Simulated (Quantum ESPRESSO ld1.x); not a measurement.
Sb I, 51 electrons, occupied as [Kr] 4d10 5s2 5p3. Method: scalar-relativistic Kohn-Sham, exchange-only LDA, spin-polarised, spherical densities, point nucleus; open shells are filled with parallel spins first; computed with ld1.x of Quantum ESPRESSO 7.5.

Normalised radial functions P(r) = r R(r), r in bohr:

```
   r/bohr * 4d up, o 5s down, + 6s up (the largest magnitude, 1.05, reaches the edge; | marks zero, & curves that meet)
 0.005033                             & o
 0.006986                             *+o
 0.009621                             *+ o
  0.01336                             *+ o
  0.01854                             *+o
  0.02574                             & o
  0.03544                             &*
   0.0492                           o+| *
   0.0683                         o  +|   *
  0.09482                         o  +|       *
   0.1306                            o+           *
   0.1813                             |+  o          *
   0.2516                             | +    o     *
   0.3493                             |+o*
    0.481                 *    o    + |
   0.6678     *             o       + |
    0.927  *                         o+
    1.287         *                   |  +         o
    1.786                  *          |   +               o
     2.46                         *   | +              o
    3.415                         +  *|        o
    4.741                     +       *  o
    6.581                   +         *o
    9.063                     +       &
    12.58                        +    &
    17.46                           + &
    24.24                            +&
```

4d up: eigenvalue -32.052 eV, 1 radial node at r = 0.376 bohr, <r> = 1.04 bohr, 90 % of the charge inside 1.61 bohr. 5s down: eigenvalue -10.445 eV, 4 radial nodes at r = 0.0355, 0.141, 0.379, 0.947 bohr, <r> = 2.20 bohr, 90 % of the charge inside 3.26 bohr. 6s up (empty): eigenvalue -0.355 eV, 5 radial nodes at r = 0.0355, 0.141, 0.378, 0.934, 2.74 bohr, <r> = 8.20 bohr, 90 % of the charge inside 12.9 bohr.
